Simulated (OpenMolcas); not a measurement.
# Kr⁴⁺: effect of the level shift or regulariser

- Program: OpenMolcas
- Basis: ANO-RCC-VTZP [6s5p3d1f]
- Scalar Hamiltonian: DKH2, point nucleus
- Active space: 2 electrons in 3 orbitals (4p)
- State averaging: 2S+1 = 3 even, 3 roots; 2S+1 = 1 even, 6 roots
- Spin-orbit coupling: state interaction with AMFI integrals over the reference wave functions, term energies averaged over their components

Methods on the same reference wave functions:
A. CASSCF
B. SS-CASPT2, IPEA 0.25 Eh, imaginary shift 0.1 Eh (closed shells correlated: 3d 4s)
C. SS-CASPT2, IPEA 0.25 Eh, real shift 0.2 Eh (closed shells correlated: 3d 4s)
D. SS-CASPT2, IPEA 0.25 Eh, sigma2 regulariser 0.3 Eh (closed shells correlated: 3d 4s)

Energies in cm-1 above 4s2 4p2 3P0, the measured ground level; measured values from Saloman, J. Phys. Chem. Ref. Data 36, 215 (2007).

```csv
Level,A,B,C,D,Measured
4s2 4p2 3P0,0.0,0.0,0.0,0.0,0.0
4s2 4p2 3P1,3211,3350,3350,3350,3743
4s2 4p2 3P2,7056,7040,7040,7040,7595
4s2 4p2 1D2,21960,19540,19560,19540,19723
4s2 4p2 1S0,45631,39760,39810,39760,39204
```

Deviations, from unrounded energies. A percentage is the sum of absolute deviations over the sum of measured energies, with the sign that they share, or ± where signs differ.

```tsv
Against measurement	Levels	A	B	C	D
mean absolute deviation (cm-1)	4	2400	420	430	420
fine structure of the ground term (%)	2	-9.5	-8.3	-8.3	-8.3
other terms of the ground configuration (%)	2	+14.7	±1.2	±1.3	±1.2
```

B, C, D lie about equally close to measurement and A furthest from it. The largest miss of D in the table is 4s2 4p2 3P2, by -560 cm-1. The ranking rests on the paired levels alone, and a cruder setting can come out closer through cancelling errors.

Among B to D the level of the table that moves most is 4s2 4p2 1S0, by 48 cm-1 (lowest in D, highest in C). Moves below CASPT2's spread within the term are not significant.

The two smallest mean deviations differ by little beside CASPT2's spread within terms, so their order carries little weight.

From A to B the spin-free energies of the other terms of 4s2 4p2 shown, above 3P, scale by factors of 0.83 to 0.84.

The lowest spin-free term lies below A's lowest term by 0.118 hartree in B, 0.118 hartree in C, 0.118 hartree in D.

CASPT2 breaks the degeneracy within a term, and the mean is taken; among the terms shown or strongly mixed into the levels shown the widest spread is 100 cm-1 (4s2 4p2 1D, B). With the s shell closed, the reference lacks s² → p² mixing. Measured partners are found by configuration, term and J. A level has none where our copy of the source lacks it or the pairing is in doubt (some pairs that miss far off the trend of their configuration count as doubtful), and it then counts in no deviation. Levels of configurations outside the active space are missing.
